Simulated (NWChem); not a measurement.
Ionisation of F₄Se

```xyz
5

Se     0.0000     0.0000    -0.3243
F      0.0000    -1.3200     0.7844
F      1.7854     0.0000    -0.1719
F      0.0000     1.3200     0.7844
F     -1.7854     0.0000    -0.1719
```
Charge 0, spin multiplicity 1.

All runs are NWChem calculations. Structure: optimised with B3LYP/def2-SVP, a minimum by its harmonic frequencies.

Basis set: def2-TZVP. The species with one electron less has spin multiplicity 2 and keeps the geometry of the parent. Δ marks differences of total energies (open shells unrestricted). −ε marks an orbital energy of the parent. That orbital need not have the symmetry of the hole or added electron in the Δ rows.

The Hamiltonian is non-relativistic. B3LYP has NWChem's definition, with VWN1-RPA local correlation. The structure started from a generated list of species. No SCF solution was tested for a lower state.

Problem. Order these methods by the first vertical ionisation energy they give, lowest first: G0W0@B3LYP, −ε(HOMO) of PBE, ΔLC-wPBE (omega 0.3 per bohr), G0W0@PBE, −ε(HOMO) of LDA (SVWN5).

Solution. −ε(HOMO) of PBE (8.71 eV), −ε(HOMO) of LDA (SVWN5) (9.01 eV), G0W0@PBE (12.12 eV), G0W0@B3LYP (12.51 eV), ΔLC-wPBE (omega 0.3 per bohr) (12.92 eV)
